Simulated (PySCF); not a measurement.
**Static response to an electric field**

Compound: C5H8F2.
Numbering: `[CH3:1]/[CH:2]=[CH:3]\[CH2:4][CH:5]([F:6])[F:7]` (hydrogens: H8, H9, H10 on C1; H11 on C2; H12 on C3; H13, H14 on C4; H15 on C5)

Geometry (GFN2-xTB, Å), atoms numbered from 1 in this order:
```
atom  x, y, z in Å
C1     2.102    0.083   -0.566
C2     1.321    0.456    0.649
C3     0.072    0.132    0.945
C4    -0.864   -0.696    0.116
C5    -2.047    0.141   -0.353
F6    -2.854   -0.584   -1.169
F7    -2.821    0.525    0.691
H8     2.949   -0.541   -0.281
H9     2.502    0.981   -1.034
H10    1.507   -0.454   -1.298
H11    1.873    1.057    1.360
H12   -0.360    0.487    1.871
H13   -1.258   -1.522    0.715
H14   -0.378   -1.107   -0.768
H15   -1.748    1.050   -0.899
```

Level: wB97X-D/def2-SVPD (PySCF), static field, nuclei fixed, core orbitals frozen in the response. The polarisability tensor in these axes (au):

```
x   79.46  4.88 -2.93
y    4.88 54.00  1.90
z   -2.93  1.90 57.74
```

Question: What are the eigenvalues, a third of the trace, and Δα (Δα² = ½Σ(αi − αj)² over the three pairs)?

Answer: Principal values 52.04, 58.51 and 80.65 au; mean 63.73 au = 9.44 Å³ = 10.51 × 10⁻⁴⁰ C²·m²/J; Δα = 25.98 au (41 % of the mean).

Question: What is the dipole moment, and where does it point?

Answer: (2.70, 0.19, -0.27) D, 2.72 D in size, pointing from the negative to the positive side. Measured along this direction, the outermost atoms are F7 and F6 at the negative end and H8 at the positive end.

Question: Sum over states: ᾱ = Σ f/ω², ω in Eh. What share falls to these 8 lowest TDDFT singlets (eV, f)? 7.39, 0.1028; 7.47, 0.4147; 8.05, 0.0233; 8.25, 0.0000; 8.62, 0.0140; 8.77, 0.0152; 9.18, 0.0040; 9.23, 0.0317.

Answer: They add up to 7.76 au, 12.2 % of the 63.73 au; the largest single term is 5.50 au, from the state at 7.47 eV. Terms in order: 1.39, 5.50, 0.27, 0.00, 0.14, 0.15, 0.04, 0.28 au. Higher excitations give the rest. The strengths listed sum to 0.606.

Question: In a dilute gas of rigid molecules at 298 K, how does the orientational term μ²/3kT compare with the electronic polarisability?

Answer: In Gaussian units μ²/3kT = 59.74 Å³ against 9.44 Å³, a ratio of 6.33; the Debye molar polarisation (4π/3)N_A(α + μ²/3kT) is 174.5 cm³/mol, leaving out the vibrational part.

Question: Give the eigenvalues of the traceless quadrupole moment Θ = ½Σq(3rr − r²1), origin at the centre of nuclear charge.

Answer: -3.71, 0.14, 3.56 D·Å. The values depend on the origin, since the dipole doesn't vanish. The electronic extent ⟨r²⟩ about the same centre is 1023 bohr², a root-mean-square distance of 2.26 Å for the 56 electrons.

Geometry: GFN2-xTB, one conformer, isolated molecule.

These values come from a run that also computed excited states. Hardware: one thread, x86-64 server, shared host. Cost: 42 s of wall time.

wB97X-D is run here without its empirical dispersion term; that term would change no orbital, density or response property at a fixed geometry.
